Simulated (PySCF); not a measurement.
Species: C9H9 (doublet state).
Structure used (GFN2-xTB), in Å, numbered top down from 1:
```xyz
18
C9H9 angstrom
C      1.3840    2.2584    0.8474
C      1.6479    1.0024    0.4934
C      2.9407    0.3535    0.4420
C      2.8432   -0.9075    0.0253
C      1.4271   -1.1677   -0.2211
C      0.6928   -0.0555    0.0513
C     -0.7267    0.1442   -0.0412
C     -1.6153   -0.7824   -0.4097
C     -3.0829   -0.5455   -0.4964
H      0.3842    2.6593    0.8528
H      2.1719    2.9299    1.1454
H      3.6206   -1.6340   -0.1138
H      1.0631   -2.1172   -0.5705
H     -1.0864    1.1329    0.2132
H     -1.2860   -1.7794   -0.6673
H     -3.6137   -1.2049    0.1915
H     -3.4439   -0.7655   -1.5015
H     -3.3293    0.4852   -0.2524
```

The hyperfine couplings belong to this conformer and change with its torsions.

As a line formula: `C(/C)=C\C1C(=C)[C]=CC=1` [radical].

Computed, not measured: PySCF, UKS B3LYP, pcH-1 on C H, non-relativistic, mean-field spin-orbit, GIAO. One conformer (not necessarily the lowest) at the GFN2-xTB geometry, without solvent, vibrations or thermal averaging. The geometry wasn't refined by DFT: couplings that depend on bond lengths, twists or pyramidal angles can differ widely from those at the functional's own minimum. The SCF solution wasn't tested for stability. ⟨S²⟩ is 0.779 where a pure state has 0.75.

Problem. What is the g tensor, term by term?

Solution. 
| Δg (ppm) | 1 | 2 | 3 |
| --- | --- | --- | --- |
| relativistic mass correction | -163 | -163 | -163 |
| gauge correction | 23 | 15 | -45 |
| orbital Zeeman/spin–orbit | -559 | -49 | 620 |
| total | -699 | -198 | 411 |

So g = 2.00162, 2.00212, 2.00273 and g_iso = 2.00216; the tensor is rhombic: the two nearest values differ by 45 % of g3 − g1. Axes: g1 points within 2° of the C5–C6 bond.

Problem. What are the electron Larmor frequencies g μB B/h along the three axes at 340 mT?

Solution. 9.5252, 9.5275, 9.5304 GHz for g1, g2 and g3, a range of 5.3 MHz.

Problem. How much does each term add to the isotropic shift?

Solution. The mass correction -163, the orbital-Zeeman/spin–orbit term 4 and the gauge correction -3 ppm, for a total of -162 ppm. The mass correction is the largest in size. The mass correction is the same along every axis, so the anisotropy comes from the other two: their spans along these axes are 68 (gauge) and 1178 ppm (orbital Zeeman/spin–orbit).

Problem. In a frozen sample, at which fields do the three g values resonate at 9.5, 34, 94 and 263 GHz (hyperfine left aside), and which band first spreads them over more than twice a line width of 0.3 mT?

Solution. 
```csv
band,GHz,B(g3) mT,B(g2) mT,B(g1) mT,spread mT
X,9.5,338.91,339.02,339.10,0.19
Q,34.0,1212.96,1213.32,1213.63,0.67
W,94.0,3353.46,3354.48,3355.33,1.86
J,263.0,9382.57,9385.42,9387.77,5.21
```

The spread grows in proportion to the frequency. Q band is the first where it exceeds 0.6 mT.

The largest Mulliken spin populations are on C3 (+1.07), C4 (-0.14) and C5 (+0.13). No atom but C3 exceeds +0.15.

The HOMO–LUMO gaps are 3.28 eV among the α and 2.73 eV among the β orbitals.
